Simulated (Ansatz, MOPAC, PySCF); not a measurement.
Noncovalent pair: HCl (SMILES Cl) (first 2 atoms) with Cl2 (SMILES ClCl); geometry from B3LYP-D3(BJ)/def2-TZVP.
(charge 0, multiplicity 1):
```xyz
4

Cl     0.424    -0.567    -0.332
H      0.011     0.630    -0.541
Cl    -0.181     0.562     4.727
Cl     0.085     0.032     2.794
```

Monomers are frozen at their geometry in the pair; levels with a basis set take the counterpoise correction. Rows marked so take none.

Frozen-core correlation. Rows in 6-31G* carry no dispersion term and start afresh at each structure (6-31G* with six Cartesian d functions). The state that PM7 reach isn't checked; PM7 holds dispersion and hydrogen-bond terms.

The values were computed with Ansatz (a quantum-chemistry and plane-wave program); MOPAC for PM7 (differences of heats of formation); PySCF for 6-31G* rows, the dispersion terms. 

```
level                            interaction energy (meV)
-------------------------------  ------------------------
PM7                                                 -51.4
r2SCAN-D4/def2-TZVPPD                               -88.2
B3LYP/6-31G*                                        -27.2
M06-2X/6-31G* (no counterpoise)                     -77.6
wB97M-V/def2-TZVPPD                                 -56.5
B2PLYP/def2-TZVPPD                                  -35.0
MP2/aug-cc-pV(T+d)Z                                 -70.6
CCSD/aug-cc-pV(D+d)Z                                  [?]
CCSD/aug-cc-pV(T+d)Z                                -34.5
```

**Question.** What belongs in the gaps?

**Answer.** 
- CCSD/aug-cc-pV(D+d)Z, interaction energy (meV): -22.8
